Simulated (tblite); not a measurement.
Species: C7H13NOSi.
Cartesian coordinates in Å at the GFN2-xTB level; atoms count from 1:
```
atom  x, y, z in Å
C1    -2.1899    0.3993    0.7923
C2    -0.9963   -0.3144    0.1415
C3    -0.9366   -1.7135    0.7105
O4    -1.0373   -2.7306    0.0857
C5    -1.2017   -0.3961   -1.3832
C6    -1.1206    0.8995   -1.9998
N7    -1.0515    1.9378   -2.4741
C8     0.3067    0.4222    0.5170
C9     1.5699   -0.1980   -0.0727
Si10   3.1543    0.6160    0.6041
H11   -2.0559    0.4678    1.8698
H12   -2.2792    1.4064    0.3897
H13   -3.1166   -0.1364    0.5928
H14   -0.7926   -1.7248    1.8094
H15   -2.1840   -0.8279   -1.5967
H16   -0.4489   -1.0529   -1.8275
H17    0.3835    0.4305    1.6076
H18    0.2236    1.4597    0.1851
H19    1.5560   -0.0946   -1.1586
H20    1.5837   -1.2693    0.1419
H21    3.2092    0.3999    2.0525
H22    4.3101   -0.0038   -0.0409
H23    3.1092    2.0501    0.3207
```

Method: GFN2-xTB as coded in tblite; computed harmonic values from a numerical Hessian at the method's own geometry, unscaled. The method is semi-empirical: single wavenumbers can be off by several per cent or more. Modes of hydrogen on silicon can be 10 to 20 % off. One conformer, not necessarily the lowest.

Harmonic wavenumbers (cm⁻¹): 31.2, 50.3, 65.7, 102.5, 118.5, 137.8, 144.0, 210.2, 218.5, 243.1, 302.8, 338.2, 365.4, 385.1, 444.1, 514.6, 522.3, 550.0, 620.3, 737.0, 763.3, 777.5, 785.4, 787.7, 801.5, 878.1, 899.6, 912.3, 965.9, 984.6, 1015.8, 1068.0, 1088.2, 1105.2, 1163.4, 1206.8, 1225.8, 1251.8, 1275.0, 1311.9, 1345.7, 1378.6, 1412.0, 1427.5, 1484.7, 1487.4, 1494.6, 1495.8, 1789.5, 2252.6, 2279.6, 2286.5, 2411.4, 2756.6, 2956.1, 2958.3, 2965.3, 2977.1, 2980.9, 2987.2, 3024.7, 3032.5, 3037.7.

A = 1241, B = 762.4, C = 576.3 MHz; mass 155.077 u (most abundant isotopes); point group C1, symmetry number 1.

What is the zero-point energy?

½Σν̃ = 39296 cm⁻¹ = 112.35 kcal/mol.

What is S at 298.15 K and 1 bar for an ideal gas of classical rigid rotors and harmonic oscillators?

Translation 41.05, rotation 30.76, vibration 43.12: S = 114.9 cal/(mol K).

And Cp and H(298.15 K) − H(0)?

Cp = 48.84 cal/(mol K), of which vibrations give 40.89 (their classical limit is 63 R = 125.2); H(298.15 K) − H(0) = 8.86 kcal/mol without the zero-point energy, 6.49 from vibrations.

Blend soft modes into free rotors: weight 1/[1 + (100 cm⁻¹/ν̃)⁴] for the oscillator and the rest for a rotor with moment μB/(μ + B), μ = h/(8π²ν), B = 10⁻⁴⁴ kg m². What vibrational entropy results?

38.85 cal/(mol K) in place of 43.12, which changes −T·S at 298.15 K by +1.27 kcal/mol.

What must be added to the electronic energy to get the Gibbs energy at 298.15 K and 1 bar?

ZPE + [H(298.15 K) − H(0)] − T·S = 112.35 + 8.86 − 34.27 = 86.94 kcal/mol.

Which modes carry the vibrational entropy at 298.15 K?

31.2 cm⁻¹: 5.75; 50.3 cm⁻¹: 4.81; 65.7 cm⁻¹: 4.28; 102.5 cm⁻¹: 3.41; 118.5 cm⁻¹: 3.12; 137.8 cm⁻¹: 2.83 cal/(mol K); the other 57 give 18.92 together.

Hindered rotation and anharmonicity are outside this model. Other conformers, if any are populated, would add a mixing term that is left out. The structure is chiral; the term R ln 2 for an equal mix with its mirror image is left out.

The run took 1.2 s on one thread of an Arm Neoverse V1, no GPU, on a shared host. This covers the Hessian and the dipole derivatives.
